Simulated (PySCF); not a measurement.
Compound: C6H5NO.
Numbering: `[CH3:1][C:2]#[C:3][c:4]1[cH:5][cH:6][o:7][n:8]1`

Definitions: NICS(0) = −σiso at the ring centroid; NICS(1) = −σiso and NICS(1)zz = −σzz at ±1 Å along the ring normal z. Level: GIAO PBE0/pcSseg-1 (PySCF, non-relativistic, gas phase) on the GFN2-xTB geometry, one conformer.

Ring bond lengths (Å), with Mayer bond orders in brackets: C4–C5 1.427 (1.17), C5–C6 1.359 (1.64), C6–O7 1.337 (1.09), O7–N8 1.350 (1.01), N8–C4 1.313 (1.57).

Q: Give the NICS values of each ring in ppm.

A: 
| ring | type | NICS(0) | NICS(1), two faces | NICS(1)zz, two faces | rms pucker (Å) | centre to ring atoms, mean (Å) |
| --- | --- | --- | --- | --- | --- | --- |
| C4–C5–C6–O7–N8 | 5-membered ring with N and O; formal bonds all aromatic | -12.2 | -11.2 / -11.2 | -27.3 / -27.4 | 0.00 | 1.15 |

Q: What can be read from them?

A: 
- C4–C5–C6–O7–N8: mean NICS(1)zz -27.3 ppm, shielded. For a flat ring without four-coordinate atoms the NICS criterion counts such a value as aromatic.

Q: What does the geometric index give? HOMA takes Krygowski's 1993 parameters.

A: 
- C4–C5–C6–O7–N8: HOMA 0.59; the largest term is that of C6–O7, α(R − Ropt)² = 0.82.

Q: At the second NICS(1) probe listed for ring C4–C5–C6–O7–N8, 1 Å off the ring, what do the in-plane components average?

A: The isotropic value is a third of the trace: (3 × -11.2 − (-27.4))/2 = -3.1 ppm.

Q: List the ring angles and the Hirshfeld charges of the ring atoms.

A: 
- C4–C5–C6–O7–N8: C4 110.2° (+0.036 e), C5 103.2° (-0.087 e), C6 110.0° (+0.027 e), O7 109.3° (-0.022 e), N8 107.3° (-0.109 e); sum 540.0° against 540° for a flat convex ring.

Q: What are the shieldings of the ring atoms and their hydrogens in the same run (means over atoms taken as equivalent)?

A: 
```tsv
atoms	environment	σ isotropic (ppm)	principal values of the symmetric part, first atom (ppm)
C4	substituted aromatic carbon	35.8	-64.7, 45.9, 126.4
C5	aromatic CH carbon	70.1	-8.9, 71.9, 147.3
C6	aromatic CH next to a ring oxygen	21.9	-65.8, 20.5, 111.1
O7	ring oxygen	-68.9	-194.7, -166.8, 154.8
N8	pyridine-type nitrogen	-166.0	-439.6, -134.0, 75.8
H on C5	aromatic hydrogen	25.17	23.2, 25.1, 27.2
H on C6	aromatic hydrogen	23.17	21.6, 23.1, 24.8
```
